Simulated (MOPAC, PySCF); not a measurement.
CH5NSi, SMILES `[SiH2]=NC`, neutral singlet in the gas phase. 

Cartesian coordinates (Å):
```xyz
8

C     -1.2469    -0.0613    -0.0355
N      0.0332    -0.5767    -0.4115
Si     1.5120     0.0011    -0.4828
H     -1.9443    -0.1563    -0.8767
H     -1.2575     0.9876     0.2939
H     -1.6669    -0.6715     0.7733
H      2.5863    -0.8983    -0.9427
H      1.9842     1.3755    -0.1380
```
Charge 0, multiplicity 1.

All levels are single points at this geometry (r2SCAN-D4/def2-TZVP); Pople sets use spherical d functions. Orbital energies aren't observables, and empty levels follow the basis.

B3LYP/3-21G in PySCF gives HOMO (eV) = -6.11.

**Question.** Estimate the HOMO (eV) from each of these levels: PBE-D3(BJ)/def2-TZVP in PySCF; r2SCAN-D4/def2-TZVP in PySCF; B3LYP/LANL2DZ in PySCF; BP86/6-31G* in PySCF; HF/6-31G* in PySCF; AM1 in MOPAC; PM3 in MOPAC; PM6 in MOPAC.

**Answer.** 
```
level                          HOMO (eV)
-----------------------------  ---------
PBE-D3(BJ)/def2-TZVP in PySCF      -5.43
r2SCAN-D4/def2-TZVP in PySCF       -5.68
B3LYP/LANL2DZ in PySCF             -6.23
BP86/6-31G* in PySCF               -5.33
HF/6-31G* in PySCF                 -9.39
AM1 in MOPAC                       -9.54
PM3 in MOPAC                       -8.93
PM6 in MOPAC                       -8.89
```
